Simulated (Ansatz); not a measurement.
`[SH][SnH]([Cl])[Cl]` + `C[O][GeH2][SeH]` → `[Cl][SnH]([Cl])[SeH]` + `C[O][GeH2][SH]`  (redistribution)

Program: Ansatz. Geometries: PBE0-D4/def2-TZVP. ΔE: electronic, gas phase. CCSD(T)/CBS adds triple-zeta CCSD(T) − MP2 to the extrapolated MP2 energy (def2 sets, frozen cores). Functionals use def2-TZVPP. B3LYP here is the variant with VWN-RPA as its local correlation; programs differ in this. Elements past krypton have def2 core potentials. For Ge, Se, Sn outer-core shells are correlated without core-valence functions, which leaves a few kJ/mol of doubt a bond. Scalar relativity is left out up to krypton. Each species was taken in one conformer, which may not be the lowest.

| level | ΔE (kJ/mol) |
| --- | --- |
| r2SCAN-D4 | -6.9 |
| B3LYP-D4 | -7.3 |
| B2PLYP | -7.0 |
| PBE | -6.7 |
| r2SCAN | -6.9 |
| B3LYP | -7.4 |
| CCSD/def2-TZVPP | -5.9 |
| CCSD(T)/def2-TZVPP | -5.6 |

Problem. What does CCSD(T)/CBS give? (Estimate.)

Solution. The calculation gave: -8.3 kJ/mol. The listed levels differ from it by 1.4, 1.0, 1.3, 1.6, 1.4, 0.9, 2.4, 2.7 kJ/mol.

Largest T1 diagnostic among the species: 0.012.
